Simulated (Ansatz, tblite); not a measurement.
Cost and result up the ladder for `CCC(CC(C)c1ccc(OC(C)=O)cc1)c1ccc(OC(C)=O)cc1` (52 atoms). Charge 0, multiplicity 1. Geometry: r2SCAN-D4/def2-SVP.

Cartesian coordinates in Å:
```
C 4.599 -0.406 -0.123
C 3.352 0.465 -0.191
C 2.057 -0.264 0.221
C 0.873 0.721 0.225
C -0.440 0.215 0.862
C -1.250 -0.731 -0.035
C -1.286 1.397 1.298
C -1.839 2.280 0.356
C -2.594 3.382 0.758
C -2.810 3.612 2.118
O -3.624 4.689 2.444
C -3.269 5.557 3.441
C -4.337 6.600 3.599
O -2.255 5.473 4.080
C -2.281 2.749 3.079
C -1.523 1.654 2.657
C 1.825 -1.494 -0.632
C 1.856 -2.779 -0.075
C 1.627 -3.914 -0.857
C 1.373 -3.767 -2.220
O 1.211 -4.931 -2.958
C 0.155 -5.056 -3.823
C 0.229 -6.386 -4.514
O -0.685 -4.212 -3.985
C 1.358 -2.500 -2.810
C 1.585 -1.379 -2.012
H 4.535 -1.260 -0.816
H 5.502 0.170 -0.380
H 4.743 -0.815 0.892
H 3.227 0.865 -1.214
H 3.473 1.346 0.464
H 2.196 -0.613 1.263
H 1.199 1.616 0.784
H 0.674 1.069 -0.806
H -0.166 -0.336 1.781
H -2.203 -0.996 0.451
H -0.707 -1.661 -0.254
H -1.488 -0.255 -1.000
H -1.679 2.109 -0.713
H -3.029 4.072 0.029
H -5.274 6.118 3.919
H -4.540 7.087 2.634
H -4.022 7.340 4.344
H -2.451 2.933 4.140
H -1.103 0.978 3.409
H 2.052 -2.895 0.997
H 1.644 -4.918 -0.425
H 0.306 -7.196 -3.774
H 1.139 -6.427 -5.130
H -0.657 -6.523 -5.144
H 1.161 -2.394 -3.878
H 1.563 -0.389 -2.478
```

Ansatz on 2 threads of AMD EPYC 7R13 on a shared host and a share (18 GiB) of an NVIDIA H100 80GB HBM3; xTB runs through tblite on one thread. Times are rough, summed over both states, and most runs start from the orbitals of an earlier one. PBE0-D4/def2-TZVP serves as the yardstick here, not as an exact answer. The other state is a doublet.

The xTB rows come from tblite. Single mean-field runs in def2-TZVP are fitted with def2-universal-jkfit.

Raw xTB energies of ions are shifted by several eV.

| level | functions | wall time | vertical IE (eV) | difference from PBE0-D4/def2-TZVP (eV) |
| --- | --- | --- | --- | --- |
| GFN2-xTB | 130 | 0.21 s | 12.42 | 4.54 |
| GFN1-xTB | 156 | 0.28 s | 13.41 | 5.54 |
| LDA (SPW92)/def2-TZVP | 962 | 25 s | 7.65 | -0.22 |
| PBE-D4/def2-TZVP (with forces) | 962 | 30 s | 7.46 | -0.42 |
| PBE0-D4/def2-TZVP | 962 | 33 s | 7.87 | 0.00 |
